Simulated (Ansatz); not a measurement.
System: C3H2F3, charge 0, multiplicity 2. It need not be the lowest isomer of its formula. SMILES: [H]/[C]=C\C(F)(F)F
Coordinates optimised at B3LYP-D3(BJ)/def2-TZVP (Ansatz, a quantum-chemistry and plane-wave program):
```xyz
8

H      3.1739    -0.4445    -0.1333
C      2.1082    -0.3935     0.0125
C      1.0848     0.2535    -0.4625
C     -0.3268     0.0504     0.0090
F     -1.1208    -0.3363    -1.0131
F     -0.8421     1.2046     0.4853
F     -0.4318    -0.8705     0.9755
H      1.1808     1.0020    -1.2501
```
Charge 0, spin multiplicity 2.

Wanted: atomisation energy (electronic, to ground-state atoms), in kJ/mol. Cores are frozen in the correlated levels unless marked. UHF or UKS for open shells. No spin-orbit coupling. Non-relativistic. The coupled-cluster limit lacks core correlation, which all-electron functionals hold. Basis-set limits of correlation are two-point, X^-3; Hartree-Fock from the larger set.

| level | program | atomisation energy (kJ/mol) | minus last row |
|---|---|---|---|
| HF/cc-pVQZ | Ansatz | 2304.5 | -966.0 |
| revPBE-D3(BJ)/def2-TZVPD | Ansatz + dftd3 | 3299.4 | 28.9 |
| B97M-V/def2-TZVPD | Ansatz | 3282.6 | 12.1 |
| B3LYP-D4/def2-TZVPD | Ansatz + dftd4 | 3266.9 | -3.6 |
| PBE0-D4/def2-TZVP | Ansatz + dftd4 | 3322.5 | 52.0 |
| CAM-B3LYP-D4/def2-TZVPD | Ansatz + dftd4 | 3301.5 | 31.0 |
| LC-wPBE-D4/def2-TZVPD | Ansatz + dftd4 | 3327.8 | 57.3 |
| SCS-MP2/STO-3G | Ansatz | 2756.2 | -514.3 |
| SCS-MP2/cc-pVQZ | Ansatz | 3256.6 | -13.9 |
| CCSD(T)/CBS(cc-pVTZ,cc-pVQZ) | Ansatz | 3270.5 | 0.0 |

The UHF reference is spin-contaminated (<S^2> 0.19 over the pure value in the largest basis).
